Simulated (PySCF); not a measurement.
An excited-state job on trans-Zr(NH3)2Br4 (`[NH3]->[Zr](<-[NH3])([Br])([Br])([Br])[Br]`).

Method: TDDFT CAM-B3LYP/def2-SVPD, vertical, gas phase, core orbitals frozen in the response, def2 core potentials past Kr (PySCF 2.14.0, density-fitted response routines). Geometry: PBE0-D3(BJ)/def2-SVP. The input is one job of a driver script: a line of settings, then coordinates in Å.

Command:
```bash
OMP_NUM_THREADS=1 python probes_run.py task.json out
```

Input:
```
{"job": {"kind": "uv", "xc": "CAM-B3LYP", "basis": "def2-SVPD", "ip": true, "nstates": 10}, "charge": 0, "multiplicity": 1}
Zr     0.009255     0.023404     0.002654
N     -0.007071    -0.111295     2.346949
H     -0.394034     0.734293     2.770022
H      0.937950    -0.244075     2.711916
H     -0.580457    -0.899032     2.654669
N      0.017409     0.078437    -2.344187
H      0.555662     0.872435    -2.695326
H     -0.937556     0.173672    -2.696280
H      0.405945    -0.779832    -2.738892
Br     2.552399    -0.239718     0.254479
Br    -2.528940     0.280698     0.290397
Br     0.261210     2.569919    -0.212106
Br    -0.261123    -2.511005    -0.322096
```

Problem. What does the run print?

Solution. 
```
coarse grid: 62608 points
cycle   1  E = -10455.6982041761  dE = -9.714e+00  |g| = 1.461e+00  |ddm| = 1.224e+01
cycle   2  E = -10455.4487403128  dE =  2.495e-01  |g| = 1.590e+00  |ddm| = 1.002e+01
cycle   3  E = -10456.2490629915  dE = -8.003e-01  |g| = 1.594e-01  |ddm| = 5.638e+00
cycle   4  E = -10456.2553027990  dE = -6.240e-03  |g| = 6.563e-02  |ddm| = 3.773e-01
cycle   5  E = -10456.2560839008  dE = -7.811e-04  |g| = 2.723e-02  |ddm| = 1.013e-01
cycle   6  E = -10456.2562661679  dE = -1.823e-04  |g| = 5.286e-03  |ddm| = 8.300e-02
cycle   7  E = -10456.2562775768  dE = -1.141e-05  |g| = 1.666e-03  |ddm| = 2.502e-02
cycle   8  E = -10456.2562791273  dE = -1.551e-06  |g| = 2.582e-04  |ddm| = 1.046e-02
final grid: 120920 points
cycle   9  E = -10456.2559903753  dE = -1.675e-07  |g| = 2.400e-04  |ddm| = 6.212e-03
cycle  10  E = -10456.2559903863  dE = -1.100e-08  |g| = 2.091e-04  |ddm| = 9.024e-04
cycle  11  E = -10456.2559903922  dE = -5.888e-09  |g| = 4.665e-05  |ddm| = 4.522e-04
cycle  12  E = -10456.2559903930  dE = -8.022e-10  |g| = 2.948e-05  |ddm| = 3.258e-04
converged SCF energy = -10456.2559903930

Static polarisability (au): isotropic 159.084, principal 129.851 173.679 173.723

Singlet excitations
state   eV       nm        f      main configurations
  1   3.8890    318.8   0.00096   H->L 0.99
  2   3.8930    318.5   0.00095   H->L+1 0.99
  3   4.2647    290.7   0.00004   H-1->L 0.38, H-2->L+1 0.31, H-2->L 0.17
  4   4.2780    289.8   0.00155   H->L+2 0.91
  5   4.2925    288.8   0.00005   H-1->L+1 0.28, H-2->L+1 0.27, H-2->L 0.24
  6   4.3453    285.3   0.00008   H-2->L 0.28, H-1->L 0.28, H-2->L+1 0.22
  7   4.3673    283.9   0.00546   H-1->L+1 0.38, H-2->L 0.28, H-2->L+1 0.18
  8   4.5419    273.0   0.00519   H-1->L+2 0.57, H-3->L 0.27, H-2->L+2 0.11
  9   4.5435    272.9   0.00544   H-2->L+2 0.58, H-3->L+1 0.26, H-1->L+2 0.11
 10   4.7810    259.3   0.00163   H-3->L+2 0.94

Triplet excitations (Tamm-Dancoff, eV): 3.8197 3.8256 3.9076 4.1877
Vertical ionisation energy (delta-SCF) = 9.2397 eV
```

The SCF starts on a coarse grid where the log names one; the energy can jump when the final grid takes over, and dE then counts from the start density on the new grid. H and L stand for HOMO and LUMO; the number after each pair is its weight.

Problem. Give S1 in cm⁻¹ and kJ/mol.

Solution. 3.8890 eV × 8065.54 = 31367 cm⁻¹; × 96.485 = 375.2 kJ/mol.

Problem. Give the mean polarisability as a volume in Å³, and the ratio of the largest to the smallest principal value.

Solution. 159.084 au × 0.148185 = 23.57 Å³; 173.723/129.851 = 1.34.

Summary of the converged run: HOMO -8.51 eV, LUMO -1.43 eV; lowest singlet 3.89 eV; lowest triplet 3.82 eV (Tamm–Dancoff); mean polarisability 159.1 au.

Atoms past krypton carry effective core potentials; spin–orbit coupling is left out. Note that the optimisation stopped short of convergence; the values belong to its last geometry.

Problem. Estimate the wall time. Hardware: one thread of an Arm Neoverse V1, no GPU, shared host with 32 logical CPUs at a one-minute load of 10. And the peak memory of the process?

Solution. About 15 min (density and orbital grids were written too), with 1.8 GiB resident at the peak, the Python interpreter and its libraries included.
Labels such as C1 count atoms from 1, the log's own numbers from 0.
